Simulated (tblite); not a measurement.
Compound: C6H8FO2 (charge -1).
SMILES with atom numbers: `[CH3:1][CH2:2][C:3](=[O:4])/[C:5]([F:6])=[C:7](/[CH3:8])[O-:9]` (hydrogens: H10, H11, H12 on C1; H13, H14 on C2; H15, H16, H17 on C8)
Bond orders are those of one Lewis drawing.

Computed with GFN2-xTB (tblite), gas phase: nudged elastic band of 9 images (0 to 8), spring 0.2 eV/Å², climbing image at the end, force threshold 0.05 eV/Å. No saddle search or frequency run followed, so the top image need not be a first-order saddle, and its height can exceed the method's true barrier by a kcal/mol or more.

Path: rotation about C3–C5 (ketone carbonyl carbon, carbon bonded to 2 C and F), followed by the dihedral C2–C3–C5–F6. Start geometry (image 0):
```
atom  x, y, z in Å
C1      2.710   -0.753   -0.571
C2      1.273   -0.686   -0.071
C3      0.710    0.735   -0.161
O4      1.411    1.657   -0.601
C5     -0.622    0.888    0.284
F6     -1.114    2.199    0.192
C7     -1.506   -0.065    0.796
C8     -2.906    0.419    1.198
O9     -1.244   -1.275    0.950
H10     3.340   -0.090    0.019
H11     2.759   -0.422   -1.606
H12     3.099   -1.769   -0.503
H13     0.629   -1.350   -0.650
H14     1.206   -1.018    0.966
H15    -3.062    0.200    2.255
H16    -3.648   -0.139    0.626
H17    -3.041    1.482    1.026
```

The converged band, energies from image 0, some withheld:

```
image  dihedral (°)  C2–C3 (Å)  C3–C5 (Å)  C5–F6 (Å)  C2–C3–C5 (°)  C3–C5–F6 (°)  E (cm⁻¹)
    0           180      1.531      1.413      1.403         115.4         114.3         0
    1          -171      1.533      1.414      1.404         115.4         114.0         ?
    2          -153      1.535      1.419      1.405         115.3         113.5         ?
    3          -125      1.533      1.446      1.409         113.9         112.6      4658
    4           -86      1.527      1.486      1.418         114.0         111.9         ?
    5           -49      1.538      1.440      1.416         114.6         114.3      5145
    6           -26      1.544      1.415      1.414         114.3         114.8      2402
    7           -10      1.547      1.408      1.412         114.1         114.3      1231
    8             0      1.548      1.408      1.412         113.9         114.0       998
```

Task: Estimate the withheld energies, and name the highest image.

Result: image 1: 188 cm⁻¹; image 2: 1205 cm⁻¹; image 4: 8103 cm⁻¹. The highest is image 4.

Task: Between which neighbours does the energy rise most, and fall most?

Result: It rises most from image 2 to 3 (+3453 cm⁻¹) and falls most from image 4 to 5 (-2958 cm⁻¹).

Task: Give the height of the top above the start in other units, and in kT at 298.15 K.

Result: 1.0047 eV = 23.17 kcal/mol = 96.9 kJ/mol = 8103 cm⁻¹, or 39.1 kT.

The cost below is that of the whole band run. Hardware: an Arm Neoverse N1 with one thread, no GPU, shared host with 32 logical CPUs at a one-minute load of 13. Cost: 8.6 s of wall time, 0.19 GiB resident at most.
